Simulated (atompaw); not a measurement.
Te (Z = 52): variants of one PAW (atompaw) potential

Base potential:

Te (Z = 52), PAW, made with atompaw 4.2.0.5 (PBE, scalar-relativistic). Core [Kr] 4d10, reference 5s2 5p4. Waves: 5s (bound): rc 2.35 bohr; 5s channel at -0.05 Ry: rc 1.75 bohr; 5p (bound): rc 2.35 bohr; 5p channel at 0.8 Ry: rc 2.35 bohr. Local part: bessel scheme, radius 1.80 bohr. Core correction: smooth core density matched at 1.50 bohr. Augmentation charge: sinc compensation charge, radius 2.15 bohr; PAW radius 2.35 bohr; waves and projectors: custom rrkj gramschmidtortho.

All-electron outer shells of the reference configuration (PBE, scalar-relativistic, ld1.x):

| shell | level (eV) | outermost node (bohr) | outermost maximum (bohr) |
| --- | --- | --- | --- |
| 4p | -114.41 | 0.38 | 0.74 |
| 4d | -41.65 | 0.36 | 0.81 |
| 5s | -15.11 | 0.91 | 1.80 |
| 5p | -5.95 | 1.00 | 2.17 |

Cutoffs, loose and tight: the cutoffs (Ry, on a coarse ladder) from which the occupation-weighted sum of valence levels, in a spherical-Bessel basis at the reference potential, stays within 10 and 1 mRy of its value at 400 Ry. They see the waves, projectors and local potential, not the compensation charge or the core. A dash means not determined.

A true bound ghost makes a file unfit for plane-wave use even where its test errors are small: the radial tests pick states by their node count and pass the ghost by.

```csv
change,outcome,"cutoff, loose","cutoff, tight",bound ghosts
base,generated,8 Ry,15 Ry,none
wave 5s channel at -0.05 Ry: rc 1.75 bohr becomes 5s channel at -0.05 Ry: rc 1.62 bohr,generated,8 Ry,15 Ry,none
wave 5p channel at 0.8 Ry: rc 2.35 bohr becomes 5p channel at 1.81 Ry: rc 2.35 bohr,generated,8 Ry,15 Ry,none
"all radii scaled by about 0.77 (s 1.82, p 1.82 bohr); local potential bessel scheme, radius 1.38 bohr; augmentation sinc compensation charge, radius 1.66 bohr; PAW radius 1.82 bohr; waves and projectors: custom rrkj gramschmidtortho; core correction smooth core density matched at 1.16 bohr",failed: atompaw: The overlap operator has at least one negative eigenvalue!,–,–,–
"local potential troulliermartins scheme with l = 2 at 1 Ry, radius 1.80 bohr",failed: atompaw: The overlap operator has at least one negative eigenvalue!,–,–,–
core correction smooth core density matched at 1.42 bohr,generated,8 Ry,15 Ry,none
wave 5s (bound): rc 2.35 bohr becomes 5s (bound): rc 1.40 bohr,failed: atompaw: The overlap operator has at least one negative eigenvalue!,–,–,–
"augmentation sinc compensation charge, radius 2.02 bohr; PAW radius 2.35 bohr; waves and projectors: custom rrkj gramschmidtortho",generated,8 Ry,15 Ry,none
"augmentation besselshape compensation charge, radius 2.15 bohr; PAW radius 2.35 bohr; waves and projectors: custom rrkj gramschmidtortho",generated,8 Ry,15 Ry,none
```

(1) What comes out with this change to the base: local potential bessel scheme, radius 1.30 bohr?

(2) What comes out with this change to the base: core [Kr], valence charge 16; reference 4d10 5s2 5p3.75; waves now 5s (bound): rc 2.35 bohr; 5s channel at -0.75 Ry: rc 1.45 bohr; 5p (bound): rc 2.35 bohr; 5p channel at 0.65 Ry: rc 2.35 bohr; 4d (bound): rc 2.35 bohr; 4d channel at -1.3 Ry: rc 2.35 bohr; local potential bessel scheme, radius 2.20 bohr; core correction smooth core density matched at 1.35 bohr?

## Answers

(1) outcome: generated; cutoff, loose: 8 Ry; cutoff, tight: 15 Ry; bound ghosts: s, d.

(2) outcome: generated; cutoff, loose: 18 Ry; cutoff, tight: 35 Ry; bound ghosts: s.
